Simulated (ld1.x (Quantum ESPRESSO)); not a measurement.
# An all-electron radial function and its pseudo partner (tungsten)

Columns: radius, all-electron u(r) and pseudo u(r) of the 6s shell (level -5.91 eV) of tungsten in the configuration [Kr] 4d10 4f14 5s2 5p6 5d4 6s2 6p0; LDA (PZ), scalar-relativistic, TM scheme, ld1.x (Quantum ESPRESSO) 7.5.

```json
{"r (bohr)": "0.110", "all-electron": "0.0762", "pseudo": "-0.0162"}
{"r (bohr)": "0.220", "all-electron": "0.0130", "pseudo": "-0.0324"}
{"r (bohr)": "0.330", "all-electron": "-0.1818", "pseudo": "-0.0489"}
{"r (bohr)": "0.440", "all-electron": "-0.1219", "pseudo": "-0.0655"}
{"r (bohr)": "0.550", "all-electron": "0.0538", "pseudo": "-0.0826"}
{"r (bohr)": "0.660", "all-electron": "0.2077", "pseudo": "-0.1001"}
{"r (bohr)": "0.770", "all-electron": "0.2891", "pseudo": "-0.1186"}
{"r (bohr)": "0.880", "all-electron": "0.2977", "pseudo": "-0.1382"}
{"r (bohr)": "0.990", "all-electron": "0.2507", "pseudo": "-0.1598"}
{"r (bohr)": "1.100", "all-electron": "0.1684", "pseudo": "-0.1839"}
{"r (bohr)": "1.210", "all-electron": "0.0675", "pseudo": "-0.2115"}
{"r (bohr)": "1.320", "all-electron": "-0.0394", "pseudo": "-0.2434"}
{"r (bohr)": "1.430", "all-electron": "-0.1440", "pseudo": "-0.2805"}
{"r (bohr)": "1.540", "all-electron": "-0.2410", "pseudo": "-0.3230"}
{"r (bohr)": "1.650", "all-electron": "-0.3275", "pseudo": "-0.3703"}
{"r (bohr)": "1.760", "all-electron": "-0.4025", "pseudo": "-0.4207"}
{"r (bohr)": "1.870", "all-electron": "-0.4655", "pseudo": "-0.4712"}
{"r (bohr)": "1.980", "all-electron": "-0.5171", "pseudo": "-0.5182"}
{"r (bohr)": "2.090", "all-electron": "-0.5580", "pseudo": "-0.5581"}
{"r (bohr)": "2.200", "all-electron": "-0.5892", "pseudo": "-0.5892"}
{"r (bohr)": "2.310", "all-electron": "-0.6118", "pseudo": "-0.6118"}
{"r (bohr)": "2.420", "all-electron": "-0.6268", "pseudo": "-0.6268"}
{"r (bohr)": "2.530", "all-electron": "-0.6351", "pseudo": "-0.6351"}
{"r (bohr)": "2.640", "all-electron": "-0.6378", "pseudo": "-0.6378"}
{"r (bohr)": "2.750", "all-electron": "-0.6356", "pseudo": "-0.6356"}
{"r (bohr)": "2.860", "all-electron": "-0.6293", "pseudo": "-0.6293"}
```

**Question.** How many radial nodes do the two functions have?

**Answer.** The all-electron 6s function has n − l − 1 = 5 (the table is too coarse to show those close to the nucleus); the pseudo-wave has 0, since the states of the same l below it are removed with the core.

**Question.** At about which radius was the pseudo-wave matched?

**Answer.** 2.20 bohr. The columns agree to 0.0005 from 2.09 bohr on; several derivatives are matched, so the curves merge somewhat inside the radius.

**Question.** Is the pseudo-wave norm-conserving?

**Answer.** Yes: the TM scheme keeps the norm inside the radius equal to the all-electron one, which fixes the energy derivative of the logarithmic derivative at the level.
